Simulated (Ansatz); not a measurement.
This Ansatz (a quantum-chemistry and plane-wave program) input (CCSD(T)/cc-pV(Q+d)Z) gives -395.72046 Eh with 119 basis functions. A basis named .json is the Basis Set Exchange file of that set (core-valence sets with the plain set on hydrogen).

Ansatz 0.2 input:
```yaml
crystal:
  periodic: [false, false, false]
  atoms:
    - {symbol: N, position_ang: [-0.00000000, -0.00000000, -1.01096879]}
    - {symbol: P, position_ang: [0.00000000, 0.00000000, 0.47178544]}
basis:
  gaussian:
    orbitals: cc-pV_Q+d_Z.json
magnetization: {spin_polarized: false}
correlation: {method: ccsd_t, frozen_orbitals: {N: 0, P: 1}}
```

Change:
```diff
- orbitals: cc-pV_Q+d_Z.json
+ orbitals: cc-pCVTZ.json
```

### Question
What does the run give now?

### Answer
-395.89663 Eh (CCSD(T)/cc-pCVTZ, 102 functions), a change of -176.17 mEh.
